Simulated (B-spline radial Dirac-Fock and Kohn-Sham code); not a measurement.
## Isotope-shift constants of the inner levels of Ir⁴⁺

System: Ir⁴⁺, configuration [Xe] 4f14 5d5.

Input file task.json (cfg lists n, l and occupation; rrms is the nuclear radius in fm):

```json
{"items": [{
  "Z": 77,
  "q": 4,
  "cfg": [[1, 0, 2], [2, 0, 2], [2, 1, 6], [3, 0, 2], [3, 1, 6], [3, 2, 10], [4, 0, 2], [4, 1, 6], [4, 2, 10], [4, 3, 14], [5, 0, 2], [5, 1, 6], [5, 2, 5]],
  "A": 193,
  "rrms": 5.4032,
  "do": "isoshift",
  "isotopes": [[182, 181.958076296, 5.3705], [183, 182.956841231, 5.378], [184, 183.957476, 5.3805], [185, 184.956698, 5.3854], [186, 185.957946754, 5.39], [187, 186.957542, 5.3812], [188, 187.958834999, 5.3838], [189, 188.958722602, 5.3898], [191, 190.960591455, 5.3968], [193, 192.962923753, 5.4032]]
}]}
```

Run with: `python xray2_run.py task.json out`

Calculated with a radial finite-basis atomic code, using first-order field-shift and mass-shift constants from Dirac-Fock ground and hole states with a Fermi nucleus; the mass shift has no relativistic recoil terms. A binding energy shifts by δE = F·δ⟨r²⟩ + (K_N + K_S)·δ(1/M); F is taken for a change of radius at fixed skin thickness and so holds the higher radial moments.

```
     level  F (meV/fm²)
    K (1s)        -1078
   L1 (2s)       -157.2
L2 (2p1/2)       -3.081
L3 (2p3/2)        6.269
   M1 (3s)       -35.69
M2 (3p1/2)      -0.7377
M3 (3p3/2)        1.718
M4 (3d3/2)        1.596
M5 (3d5/2)        1.510
```

The mass shift is not given and not included below: at this Z its relativistic corrections are large. It matters little for K lines but can be comparable with the field shift of L lines.

Field shifts alone in meV from A = 193 (mass 192.9629 u, rms radius 5.4032 fm); radii from Angeli and Marinova (2013).

```
  A  mass (u)  radius (fm)     Kα1     Kα2     Kβ1   Lα1
182  181.9581       5.3705       ?       ?       ?     ?
183  182.9568        5.378  +294.5  +292.0  +293.3  -1.3
184  183.9575       5.3805  +265.4  +263.1  +264.2  -1.2
185  184.9567       5.3854  +208.2  +206.4  +207.3  -0.9
186  185.9579         5.39  +154.4  +153.1  +153.8  -0.7
187  186.9575       5.3812  +257.2  +255.0  +256.1  -1.1
188  187.9588       5.3838  +226.9  +224.9  +225.9  -1.0
189  188.9587       5.3898  +156.8  +155.4  +156.1  -0.7
191  190.9606       5.3968   +74.9   +74.3   +74.6  -0.3
```

Q: What are the shifts for A = 182?

A: Kα1 +381.9 meV; Kα2 +378.6 meV; Kβ1 +380.3 meV; Lα1 -1.7 meV.
